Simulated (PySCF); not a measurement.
Several species in one continuum solvent.

Computed with PySCF at PBE0/pcSseg-1, non-relativistic, each on one gas-phase PBE0-D3(BJ)/def2-SVP geometry that isn't relaxed in the solvent. The solvent is an IEF-PCM continuum (cavity from Bondi-type radii × 1.2). Specific hydrogen bonds and non-electrostatic terms are outside this model.

Task: Order them by E(solvent) − E(gas) in chloroform (ε = 4.711), most negative first (kcal/mol).
A. `[CH2:1]=[C:2]([CH3:3])[CH:4]([CH3:5])[CH3:6]` with C1–C2–C4–C5 112°
B. `FC1=C(C(F)(F)F)C=CC1`
C. `[CH3:1][CH2:2][N:3]([CH3:4])[c:5]1[cH:6][cH:7][cH:8][cH:9][cH:10]1` with C1–C2–N3–C4 86°, C2–N3–C5–C6 172°
D. `[CH3:1][CH2:2][c:3]1[cH:4][cH:5][cH:6][c:7]([CH3:8])[c:9]1[NH2:10]` with C1–C2–C3–C4 103°

Result: D (-4.4), C (-3.4), B (-2.9), A (-1.2).

```
              SMILES  charge  ΔE (kcal/mol)  polarisation term (kcal/mol)  HOMO shift (eV)  dipole gas (D)  dipole solvent (D)  atoms
      CCc1cccc(C)c1N       0           -4.4                          -4.9            -0.04            1.81                2.38     23
      CCN(C)c1ccccc1       0           -3.4                          -3.7            -0.04            2.15                2.74     23
FC1=C(C(F)(F)F)C=CC1       0           -2.9                          -3.2            +0.16            3.49                4.10     14
         C=C(C)C(C)C       0           -1.2                          -1.2            -0.02            0.51                0.70     18
```

The polarisation term is half the interaction of the solute with the induced surface charges.
